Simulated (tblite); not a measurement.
Input of a run (GFN2-xTB geometry optimisation, gas phase (tblite 0.8.0)), started from a force field or distance geometry:
```
{"job": {"kind": "relax", "xc": "GFN2-xTB", "basis": "xTB"}, "charge": 0, "multiplicity": 1}
C      3.280200    -0.656200     0.261300
C      2.723900     0.731700     0.078400
C      1.708000     0.871900    -0.955300
N      0.617500     0.145800    -0.991700
N      0.374000    -0.837900    -0.009000
C     -0.751700    -0.824200     0.597900
C     -1.825900     0.166700     0.359700
C     -3.106200    -0.493800     0.852400
C     -1.999900     0.489000    -1.098200
H      3.356900    -0.828400     1.375600
H      4.286700    -0.772400    -0.161900
H      2.662900    -1.472400    -0.126400
H      3.593200     1.355500    -0.248500
H      2.438800     1.199000     1.066300
H      1.797900     1.614800    -1.748900
H     -0.923600    -1.596800     1.370500
H     -1.702800     1.086200     0.985000
H     -3.778000     0.208700     1.377200
H     -2.800400    -1.286900     1.547700
H     -3.678900    -0.944800     0.030500
H     -3.074200     0.795200    -1.201000
H     -1.406400     1.406100    -1.306900
H     -1.796700    -0.329900    -1.771900
```

Output (eV, eV/Å):
```
step      E/eV     max force
  0    -758.74011    3.733
  1    -759.10824    2.520
  2    -759.21704    0.811
  3    -759.28418    0.807
  4    -759.37535    0.425
  5    -759.39683    0.405
  6    -759.41969    0.408
  7    -759.43566    0.401
  8    -759.45112    0.271
  9    -759.46304    0.281
 10    -759.47353    0.302
 11    -759.49097    0.328
 12    -759.51256    0.317
 13    -759.53611    0.325
 14    -759.55811    0.393
 15    -759.58031    0.405
 16    -759.60362    0.403
 17    -759.62440    0.350
 18    -759.63961    0.245
 19    -759.65171    0.278
 20    -759.66356    0.285
 21    -759.67684    0.351
 22    -759.69124    0.302
 23    -759.70553    0.249
 24    -759.71993    0.289
 25    -759.73488    0.320
 26    -759.75002    0.345
 27    -759.76532    0.336
 28    -759.78456    0.366
 29    -759.81313    0.369
 30    -759.83777    0.387
 31    -759.86275    0.329
 32    -759.87646    0.188
 33    -759.88422    0.217
 34    -759.88981    0.199
 35    -759.89534    0.165
 36    -759.90275    0.147
 37    -759.90623    0.104
 38    -759.90954    0.091
 39    -759.91168    0.095
 40    -759.91356    0.105
 41    -759.91538    0.095
 42    -759.91711    0.083
 43    -759.91863    0.081
 44    -759.92018    0.079
 45    -759.92192    0.089
 46    -759.92377    0.086
 47    -759.92540    0.092
 48    -759.92677    0.091
 49    -759.92819    0.092
 50    -759.93007    0.118
 51    -759.93248    0.123
 52    -759.93544    0.120
 53    -759.93832    0.132
 54    -759.94075    0.120
 55    -759.94324    0.100
 56    -759.94575    0.111
 57    -759.94802    0.111
 58    -759.95043    0.123
 59    -759.95290    0.127
 60    -759.95526    0.095
 61    -759.95707    0.091
 62    -759.95845    0.092
 63    -759.95966    0.081
 64    -759.96076    0.061
 65    -759.96151    0.061
 66    -759.96205    0.052
 67    -759.96247    0.034
 68    -759.96272    0.031
 69    -759.96289    0.026
 70    -759.96306    0.025
 71    -759.96324    0.029
 72    -759.96344    0.030
 73    -759.96369    0.034
 74    -759.96404    0.038
 75    -759.96460    0.047
 76    -759.96541    0.057
 77    -759.96636    0.072
 78    -759.96741    0.079
 79    -759.96857    0.094
 80    -759.97000    0.087
 81    -759.97171    0.082
 82    -759.97307    0.071
 83    -759.97395    0.060
 84    -759.97454    0.055
 85    -759.97511    0.056
 86    -759.97562    0.056
 87    -759.97628    0.054
 88    -759.97659    0.042
 89    -759.97700    0.035
 90    -759.97742    0.042
 91    -759.97807    0.049
 92    -759.97855    0.055
 93    -759.97901    0.051
 94    -759.97956    0.046
 95    -759.98034    0.045
 96    -759.98092    0.050
 97    -759.98137    0.039
 98    -759.98172    0.038
 99    -759.98212    0.033
100    -759.98249    0.033
101    -759.98274    0.032
102    -759.98290    0.027
103    -759.98307    0.029
104    -759.98336    0.040
105    -759.98381    0.054
106    -759.98436    0.063
107    -759.98484    0.059
108    -759.98529    0.056
109    -759.98580    0.081
110    -759.98661    0.099
111    -759.98735    0.072
112    -759.98806    0.050
113    -759.98856    0.042
114    -759.98912    0.062
115    -759.98969    0.048
116    -759.99014    0.066
117    -759.99046    0.076
118    -759.99089    0.036
119    -759.99120    0.037
120    -759.99156    0.050
121    -759.99213    0.062
122    -759.99283    0.067
123    -759.99362    0.066
124    -759.99438    0.069
125    -759.99508    0.075
126    -759.99572    0.098
127    -759.99675    0.083
128    -759.99794    0.070
129    -759.99915    0.060
130    -760.00016    0.092
131    -760.00163    0.085
132    -760.00282    0.104
133    -760.00396    0.120
134    -760.00498    0.095
135    -760.00621    0.076
136    -760.00742    0.058
137    -760.00813    0.055
138    -760.00884    0.045
139    -760.00963    0.045
140    -760.01019    0.048
141    -760.01061    0.043
142    -760.01098    0.035
143    -760.01125    0.028
144    -760.01156    0.036
145    -760.01176    0.037
146    -760.01215    0.037
147    -760.01251    0.037
148    -760.01297    0.047
149    -760.01344    0.053
150    -760.01401    0.052
151    -760.01475    0.056
152    -760.01579    0.057
153    -760.01718    0.077
154    -760.01876    0.086
155    -760.02012    0.063
156    -760.02072    0.096
157    -760.02151    0.048
158    -760.02201    0.047
159    -760.02270    0.039
160    -760.02313    0.043
161    -760.02350    0.030
162    -760.02368    0.031
163    -760.02382    0.033
164    -760.02398    0.035
165    -760.02413    0.034
166    -760.02428    0.032
167    -760.02448    0.036
168    -760.02469    0.030
169    -760.02490    0.025
170    -760.02506    0.025
171    -760.02520    0.024
172    -760.02534    0.026
173    -760.02550    0.030
174    -760.02568    0.031
175    -760.02590    0.033
176    -760.02614    0.039
177    -760.02639    0.040
178    -760.02661    0.038
179    -760.02682    0.035
180    -760.02704    0.034
181    -760.02725    0.031
182    -760.02745    0.043
183    -760.02764    0.038
184    -760.02785    0.032
185    -760.02817    0.040
186    -760.02844    0.039
187    -760.02878    0.040
188    -760.02909    0.036
189    -760.02942    0.037
190    -760.02975    0.046
191    -760.02963    0.082
192    -760.03024    0.033
193    -760.03040    0.028
194    -760.03067    0.029
195    -760.03078    0.030
196    -760.03104    0.045
197    -760.03120    0.035
198    -760.03138    0.032
199    -760.03155    0.026
200    -760.03178    0.029
201    -760.03200    0.027
202    -760.03219    0.034
203    -760.03232    0.042
204    -760.03258    0.031
205    -760.03290    0.024
206    -760.03318    0.028
207    -760.03346    0.024
208    -760.03364    0.030
209    -760.03379    0.023
210    -760.03386    0.013
211    -760.03390    0.011
212    -760.03393    0.012
213    -760.03396    0.012
214    -760.03398    0.012
215    -760.03402    0.009
```

Q: Summarise the run.

A: The energy falls by 1.294 eV over 215 L-BFGS steps, the largest force on an atom goes from 3.73 to 0.009 eV/Å, and the atoms move by 1.335 Å rms after alignment. The bond that changes most is N4–N5 (both ends C=N nitrogen), which shortens by 0.124 Å. Bonds longer at the end by more than 0.005 Å: 6 of 22; shorter: 16. Among the angles that change most is N4–N5–C6, from 118.3° to 130.0°. Among the dihedrals that turn most is H14–C2–C3–H15, from 102° to -169°. The energy rose by more than 1e-5 eV at step 191. The first step brought 28 % of the lowering.

Q: What are the final bond lengths?

A: C1–C2 1.526 Å, C2–C3 1.501 Å, C3=N4 1.263 Å, N4–N5 1.288 Å, N5=C6 1.263 Å, C6–C7 1.505 Å, C7–C8 1.529 Å, C7–C9 1.531 Å, C1–H10 1.088 Å, C1–H11 1.088 Å, C1–H12 1.088 Å, C2–H13 1.096 Å, C2–H14 1.093 Å, C3–H15 1.082 Å, C6–H16 1.082 Å, C7–H17 1.097 Å, C8–H18 1.088 Å, C8–H19 1.088 Å, C8–H20 1.088 Å, C9–H21 1.088 Å, C9–H22 1.088 Å, C9–H23 1.088 Å. Numbering counts from 1 in the input's order; the species is `CC/C=N\N=C/C(C)C`.

On an AMD EPYC 9R45 with one thread (shared host), this took 0.95 s wall.

Its GFN2-xTB frequencies are all real (lowest 18 cm⁻¹). The numbers are those of one conformer.

All values are computed, not measured.
